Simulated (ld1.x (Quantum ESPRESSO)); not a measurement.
Results of a calculation; reference values are marked as such.
# Hardness and transferability of assorted potentials

Generated with ld1.x 7.5 (TM, RRKJ, ultrasoft, PAW), atompaw 4.2 or ONCVPSP 4.0.1. The cutoff is in Ry: for ld1.x and atompaw files where the sum of valence levels is converged to 10 mRy in a Bessel basis, for ONCV files where the hardest occupied wave has 1 mHa per electron of residual kinetic energy. The error is the largest all-electron minus pseudo excitation energy over each file’s own four to seven test configurations (ionisations up to +4, promotions, holes and added fractions of an electron), all of which were solved. The labels leave out finer settings (local radius, basis sizes, second energies), which also bear on the numbers. Spin-polarised tests are not counted. The rows are a selection from randomly drawn settings: files with unsolved tests, undetermined cutoffs or missed reference levels are left out.

A true bound ghost makes a file unfit for plane-wave use even where its test errors are small: the radial tests pick states by their node count and pass the ghost by.

| element | potential | cutoff (Ry) | largest error (meV) | bound ghosts |
| --- | --- | --- | --- | --- |
| Al | PAW, PBE, non-relativistic, rc 1.70/2.30 (sp), local smoothed, core correction yes, reference 3s2 3p0.5 | 10 | -17 | none |
| V | ultrasoft, PW91, scalar-relativistic, rc 2.25/1.65/1.40 (spd), local smoothed, core correction no, reference 3p6 3d3 4s0 4p0 | 50 | +66 | none |
| Ga | ultrasoft, PBE, scalar-relativistic, rc 1.95/2.45/2.10 (spd), local smoothed, core correction yes, reference 4s2 4p1 | 6 | -187 | none |
| Ta | TM, PBEsol, scalar-relativistic, rc 2.15/1.20/2.40 (spd), local d, core correction no, reference 5p6 5d3 6s2 6p0 | 100 | +993 | s |
| Ir | PAW, BP86, scalar-relativistic, rc 1.50/1.90/2.30 (spd), local smoothed, core correction yes, reference 5s2 5p6 5d6 6s0 6p0 | 30 | +33 | none |

Fill in the row for Te: TM, PBE, scalar-relativistic, rc 1.50/2.00/2.15 (spd), local d, core correction yes, reference 5s2 5p4.

cutoff 50 Ry, largest error -176 meV, bound ghosts: s, p.

Fill in the row for Se: TM, PBE, scalar-relativistic, rc 1.65/1.50/0.90 (spd), local d, core correction no, reference 3d10 4s1 4p5.

cutoff 300 Ry, largest error +58 meV, bound ghosts: s, p.
